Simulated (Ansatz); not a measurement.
Consider the formal exchange of groups at a P–Si bond: `OP[SiH2][SiH3]` + `[SiH3][SeH]` → `OP[SiH2][SeH]` + disilane.

Computed with Ansatz on PBE0-D4/def2-TZVP structures; ΔE is electronic, products minus reactants. CCSD(T)/CBS is the MP2 limit (def2-TZVPP, def2-QZVPP) plus CCSD(T) − MP2 in def2-TZVPP, frozen cores. DFT in def2-TZVPP. For Se outer-core shells are correlated without core-valence functions, which leaves a few kJ/mol of doubt a bond. Scalar relativity is left out up to krypton. One conformer a species, not always the lowest.

| level | ΔE (kcal/mol) |
| --- | --- |
| PBE-D4 | -0.7 |
| PBE0-D4 | -0.6 |

**Question.** What does CCSD(T)/CBS give? (Best estimate.)

**Answer.** Computed: -0.4 kcal/mol. The listed levels differ from it by -0.3, -0.2 kcal/mol.

Largest T1 diagnostic among the species: 0.014.
